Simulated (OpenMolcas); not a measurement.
Ho3+ with its 6 nearest bromide ions at 2.795 Å, on the Y site of Cs2NaYBr6 (a = 11.3047 Å, distance in the model lattice 2.765 Å). The rest of the host is ab initio model potentials to 7.6 Å, with orthogonalisation functions on the cations behind the ligands, and point charges beyond; the distance is set by hand and nothing relaxes. Ligand basis ANO-RCC-VDZP.

```yaml
Program: OpenMolcas
Method: CASSCF
Basis: ANO-RCC-VDZP [7s6p4d2f1g]
Scalar_Hamiltonian: DKH2, point nucleus
Active_space: 10 electrons in 7 orbitals (4f)
State_averaging: 2S+1 = 5 even, 35 roots (30 in the spin-orbit step); 2S+1 = 3 even, 106 roots kept (CI in the orbitals of an earlier block); 2S+1 = 1 even, 31 roots kept (CI in the orbitals of an earlier block)
Spin-orbit_coupling: state interaction with AMFI integrals over the reference wave functions
```

Q: What is the spin-free ground state (labels of O, the rotations of Oh)?

A: 5A2, 1-fold in its orbital part; it has the highest spin that f10 allows.

Q: Where is the first state of the same spin?

A: 5T2 at 46.4 cm-1 above the ground state.

Q: What are the lowest two levels with spin-orbit coupling?

A: A 2-fold level E, then a 3-fold level T1 5.4 cm-1 above it. Their leading multiplicities are 5 (94 %) and 5 (94 %).

Q: What is χT at 300 K, and how does it compare with the textbook value?

A: Hund's rules give f10 the level 5I8 with g = 1.250, so an isolated free-ion multiplet has χT = g² J(J+1) / 8 = 14.062 cm3 K/mol. The computed 13.869 at 300 K differs by -1 %, through the field's splitting, the mixing of terms and any other multiplet in reach.

High states are left out of the spin-orbit mixing, which shifts the levels that they would mix with. Without dynamic correlation the ligand-field splitting of an f shell can come out too small, at times by half. The first state left out of the spin-orbit step lies near 46000 cm-1 above the lowest spin-free state of the reference (among the parities and spins computed), and the lists stop at four fifths of that energy or lower. No measured value stands beside these numbers; the geometry was set by hand and not optimised.
